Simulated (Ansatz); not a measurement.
Frontier orbitals of CH$_{3}$AlClFSe.

```xyz
8

F    -0.122    2.506    0.012
Al    0.371    1.026   -0.527
C     0.285   -0.455    0.748
Cl    0.007   -0.139    2.453
Se   -1.506   -0.789   -0.165
H     1.047    0.853   -1.936
H     0.852   -1.376    0.645
H    -0.934   -1.626   -1.232
```

Total charge 0; spin multiplicity 1. Correlated methods include outer-core shells of Se, which these sets cover unevenly. Scalar relativity is left out up to krypton. The bonds changed during the relaxation, so this is another structure than the one it started from. The geometry is a stationary point of PBE0-D4/def2-TZVP. It is one conformer, not always the lowest. Basis def2-TZVPP, Ansatz.

| functional | HOMO (eV) | LUMO (eV) |
| --- | --- | --- |
| LDA (SPW92) | -6.33 | -2.36 |

(1) Give HOMO and LUMO (eV) with PBE, revPBE, BLYP, r2SCAN, B97M-V, PBE0, B3LYP, r2SCANh, r2SCAN0, HSE06 (plane-wave form), BHLYP, CAM-B3LYP, LC-ωPBE, ωB97X-V, ωB97M-V, HF. (Best estimate.)

Results:

(1) The calculation gave: 
| functional | HOMO | LUMO |
| --- | --- | --- |
| PBE | -6.19 | -2.15 |
| revPBE | -6.14 | -2.06 |
| BLYP | -6.06 | -2.04 |
| r2SCAN | -6.46 | -1.96 |
| B97M-V | -6.54 | -1.94 |
| PBE0 | -7.40 | -1.25 |
| B3LYP | -7.18 | -1.49 |
| r2SCANh | -6.91 | -1.63 |
| r2SCAN0 | -7.58 | -1.14 |
| HSE06 (plane-wave form) | -7.01 | -1.63 |
| BHLYP | -8.48 | -0.32 |
| CAM-B3LYP | -8.70 | -0.20 |
| LC-ωPBE | -10.02 | 0.99 |
| ωB97X-V | -9.68 | 0.84 |
| ωB97M-V | -9.53 | 0.65 |
| HF | -10.12 | 1.95 |

B3LYP here is the variant with VWN-RPA as its local correlation; programs differ in this. LC-ωPBE has ω = 0.4 bohr⁻¹. Positive LUMOs are unbound and depend on the basis.
